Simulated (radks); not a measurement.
Results of a calculation; reference values are marked as such.
Co I, 27 electrons, occupied as [Ar] 3d8 4s1 (not the ground configuration). Level of theory: non-relativistic Kohn-Sham, PBEsol, spin-unpolarised, spherical densities, point nucleus (a radial shooting solver on a logarithmic mesh with Libxc functionals).

Normalised radial functions P(r) = r R(r), r in bohr:

r              3p       4s
0.003219   0.0021   0.0212
0.003688   0.0028   0.0240
0.004225   0.0036   0.0270
0.004841   0.0047   0.0305
0.005591   0.0063   0.0344
0.006405   0.0081   0.0386
0.007338   0.0105   0.0430
0.008407   0.0136   0.0478
0.009632   0.0176   0.0529
0.01104    0.0227   0.0582
0.01274    0.0296   0.0639
0.0146     0.0379   0.0692
0.01673    0.0483   0.0743
0.01916    0.0614   0.0789
0.02196    0.0776   0.0826
0.02536    0.0989   0.0853
0.02905    0.1235   0.0860
0.03328    0.1532   0.0843
0.03813    0.1885   0.0799
0.04369    0.2296   0.0719
0.05045    0.2798   0.0591
0.05781    0.3327   0.0425
0.06623    0.3899   0.0214
0.07587    0.4493  -0.0040
0.08693    0.5073  -0.0328
0.1004     0.5621  -0.0653
0.115      0.6010  -0.0956
0.1318     0.6197  -0.1223
0.151      0.6100  -0.1417
0.173      0.5635  -0.1499
0.1982     0.4734  -0.1433
0.2289     0.3261  -0.1172
0.2622     0.1392  -0.0739
0.3004    -0.0868  -0.0147
0.3442    -0.3376   0.0550
0.3943    -0.5928   0.1270
0.4554    -0.8404   0.1939
0.5217    -1.0266   0.2364
0.5977    -1.1451   0.2488
0.6848    -1.1843   0.2253
0.7845    -1.1445   0.1650
0.906     -1.0299   0.0661
1.038     -0.8746  -0.0509
1.189     -0.6980  -0.1788
1.363     -0.5227  -0.3052
1.561     -0.3661  -0.4186
1.803     -0.2322  -0.5142
2.065     -0.1394  -0.5745
2.366     -0.0768  -0.6022
2.711     -0.0384  -0.5967
3.106     -0.0172  -0.5603
3.558     -0.0068  -0.4984
4.11      -0.0022  -0.4138
4.708     -0.0006  -0.3266
5.394     -0.0002  -0.2422
6.18      0.0000  -0.1681
7.08      0.0000  -0.1083
8.177     0.0000  -0.0619
9.368     0.0000  -0.0330
10.73     0.0000  -0.0158

3p: eigenvalue -60.147 eV, 1 radial node at r = 0.286 bohr, <r> = 0.827 bohr, 90 % of the charge inside 1.28 bohr. 4s: eigenvalue -4.240 eV, 3 radial nodes at r = 0.0744, 0.310, 0.981 bohr, <r> = 3.14 bohr, 90 % of the charge inside 4.87 bohr.
